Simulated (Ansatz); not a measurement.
Isolated molecules relaxed with PBE0-D4/def2-TZVP in Ansatz; ΔE leaves out vibrations. CCSD(T)/CBS is the MP2 limit (def2-TZVPP, def2-QZVPP) plus CCSD(T) − MP2 in def2-TZVPP, frozen cores. Functionals use def2-TZVPP. For Ge outer-core shells are correlated without core-valence functions, which leaves a few kJ/mol of doubt a bond. Scalar relativity is left out up to krypton. One conformer a species, not always the lowest.

Reaction (cleavage of the Si–B bond): `NB(S)[SiH2][SiH3]` + `[SH][GeH3]` → `[SiH3][SiH2][S][GeH3]` + `NBS`

`NB(S)[SiH2][SiH3]`:

Z-matrix (Å, degrees):
```
Si
Si 1 2.340
B 1 2.021 2 110.1
H 1 1.495 2 108.5 3 -120.4
H 1 1.490 2 108.4 3 122.8
H 2 1.488 1 110.1 3 -62.4
H 2 1.489 1 111.6 3 177.0
H 2 1.489 1 110.0 3 56.9
S 3 1.812 1 116.6 2 69.0
N 3 1.394 1 120.2 2 -108.9
H 9 1.347 3 99.1 1 -177.8
H 10 1.007 3 124.1 1 177.7
H 10 1.005 3 122.3 1 -2.7
```

`[SH][GeH3]`:

Z-matrix (Å, degrees):
```
Ge
S 1 2.224
H 1 1.536 2 110.4
H 1 1.533 2 104.8 3 119.2
H 1 1.536 2 110.4 3 -121.7
H 2 1.343 1 94.6 3 60.6
```

`[SiH3][SiH2][S][GeH3]`:

```xyz
12

Si    1.554    1.312    0.538
Si    0.491   -0.698    1.097
S     0.014   -1.853   -0.642
Ge   -1.733   -0.686   -1.378
H     1.885    2.085    1.766
H     2.808    1.020   -0.205
H     0.668    2.143   -0.320
H    -0.743   -0.431    1.887
H     1.402   -1.549    1.907
H    -2.245   -1.454   -2.602
H    -2.803   -0.622   -0.278
H    -1.299    0.734   -1.770
```

`NBS`:

Cartesian coordinates in Å:
```
N 0.769 0.613 0.650
B 0.062 -0.136 -0.285
S -1.680 -0.552 0.014
H 0.380 0.955 1.512
H 1.733 0.860 0.514
H 0.602 -0.503 -1.284
H -1.865 -1.237 -1.122
```

```csv
level,ΔE (kJ/mol)
PBE0-D4,-70.0
ωB97M-V,-75.1
r2SCAN,-71.7
PBE0,-68.8
SCS-MP2/def2-TZVPP,-77.9
CCSD(T)/def2-TZVPP,-70.9
HF/def2-QZVPP,-82.2
MP2/CBS(def2),-84.1
```

Task: What does CCSD(T)/CBS give? (An estimate is asked.)

Result: Computed: -75.7 kJ/mol. The listed levels differ from it by 5.7, 0.6, 4.0, 6.9, -2.2, 4.8, -6.5, -8.4 kJ/mol.

Largest T1 diagnostic among the species: 0.014.

From PBE to PBE0 (25 % exact exchange), in def2-TZVPP and without D4, ΔE moves by −4.6 kJ/mol.
